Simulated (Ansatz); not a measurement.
The As1–H2 bond of AsH is stretched (multiplicity 3).


Frozen-core correlation. Filled d and f shells under p-block atoms count as core.

Programs: Ansatz (Gaussian basis) for Hartree–Fock, density functionals and correlated methods. Each number belongs to the level named beside it.

Energies above the point at 1.536 Å (the B3LYP-D3(BJ) bond length), FCI/cc-pVDZ (kcal/mol): 6.50 at 1.382 Å; 3.29 at 1.689 Å; 59.33 at 6.142 Å.

Question: Take the last value as the depth D of a Morse curve D(1 − e^(−a(R − R₀)))², fit a and R₀ to the two near points, and test it at 2.073 and 2.687 Å.

Answer: 
With D = 59.3, both near points (counted from the curve's value at 1.536 Å) are met by a = 1.80 Å⁻¹ and R₀ = 1.541 Å, so k = 2Da² = 386 kcal/(mol Å²). The curve then gives 22.6 and 45.3 kcal/mol; the level itself gives 24.9 and 50.7, so Morse is off by -2.3 and -5.5.

Ansatz is a first-principles code.
